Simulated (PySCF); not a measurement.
C₆H₇BN₂.
Cartesian coordinates in Å at the PBE0-D3(BJ)/def2-SVP level; atoms count from 1:
```
atom  x, y, z in Å
C1     3.269   -1.293   -0.118
C2     2.828   -0.030   -0.226
C3     1.462    0.351   -0.147
C4     0.295    0.711   -0.086
B5    -1.149    1.189    0.004
C6    -1.461    2.715   -0.031
N7    -1.702    3.849   -0.059
N8    -2.227    0.315    0.119
C9    -2.175   -1.124    0.166
H10    4.336   -1.518   -0.187
H11    2.581   -2.126    0.041
H12    3.547    0.783   -0.385
H13   -3.159    0.712    0.179
H14   -2.602   -1.511    1.105
H15   -2.732   -1.575   -0.672
H16   -1.130   -1.453    0.101
```

Computed with PySCF at PBE0/pcSseg-1, non-relativistic, on one gas-phase PBE0-D3(BJ)/def2-SVP geometry that isn't relaxed in the solvent. The solvent is an IEF-PCM continuum (Bondi radii, 1.10 Å for H, scaled by 1.2). The model holds no explicit solvent molecules, cavitation or dispersion.

```tsv
run	E − E(gas) (kcal/mol)	HOMO (eV)	HOMO–LUMO gap (eV)	dipole (D)
gas	0.00	-7.34	5.22	5.50
P	-6.47	-7.23	5.14	6.62
Q	-3.61	-7.27	5.18	6.13
```

Question: The runs were made in chloroform and cyclohexane. Which run belongs to which solvent?

Answer: P = chloroform, Q = cyclohexane. The dielectric constants are 2.017 (cyclohexane), 4.711 (chloroform), and the energy falls further as ε rises. In this model the ground state sees the solvent through ε alone.

Question: How constant is the ratio of the lowering to (ε − 1)/(2ε + 1)?

Answer: 
```csv
solvent,(ε − 1)/(2ε + 1),E − E(gas) (kcal/mol),ratio (kcal/mol),polarisation term (kcal/mol)
cyclohexane,0.202,-3.61,-17.9,-3.91
chloroform,0.356,-6.47,-18.2,-7.44
```

The ratio changes by +1.6 % in size from cyclohexane to chloroform. The polarisation term is half the interaction of the solute with the induced surface charges.
